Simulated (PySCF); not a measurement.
These are B3LYP-D3(BJ)/def2-TZVP (PySCF) values and carry that method's errors. Isolated molecules, 0 K electronic values unless said otherwise. B3LYP has the VWN-RPA correlation part, as in Gaussian. 

Reference species (SMILES): `[SiH2]=BC` (neutral, multiplicity 1).

```yaml
HOMO: -5.44 eV
LUMO: -2.34 eV
dipole_moment: 2.51 D
```

Changed species: `B1C[SiH2]1`.

**Question.** Give the shifts of the HOMO, LUMO and dipole moment.

**Answer.** the HOMO decreases by 1.30 eV, to -6.74 eV; the LUMO rises by 0.72 eV, to -1.62 eV; the dipole moment decreases by 1.59 D, to 0.92 D.
